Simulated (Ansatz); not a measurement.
Calculated with Ansatz (gas phase, PBE0-D4/def2-TZVP geometries, no zero-point term in ΔE). CCSD(T)/CBS adds triple-zeta CCSD(T) − MP2 to the extrapolated MP2 energy (def2 sets, frozen cores). This one scheme is used for every species. DFT in def2-TZVPP. Each species was taken in one conformer, which may not be the lowest.

Reaction (cleavage of the B–Si bond): `[SiH3]B(Cl)Cl` + `OCC(F)(F)F` → `FC(F)(F)COB(Cl)Cl` + SiH₄

CCSD(T)/CBS gives -137.7 kJ/mol.

Question: Another level gave -138.7 kJ/mol. Which?
A. CAM-B3LYP-D4/def2-TZVPP
B. revPBE-D4/def2-TZVPP
C. PBE/def2-TZVPP
D. LDA (SPW92)/def2-TZVPP

Answer: D. LDA (SPW92) -138.7, PBE -124.7, CAM-B3LYP-D4 -149.4, revPBE-D4 -128.9 kJ/mol.

Largest T1 diagnostic among the species: 0.013.

From PBE to PBE0 (25 % exact exchange), in def2-TZVPP and without D4, ΔE moves by −5.1 kJ/mol. Leaving LDA and LC-ωPBE aside and taking each functional with its dispersion term where it has one, the values, not all of them listed here, spread over 21.9 kJ/mol, from CAM-B3LYP-D4 to PBE-D4. LDA lies −14.0 kJ/mol from PBE without D4.
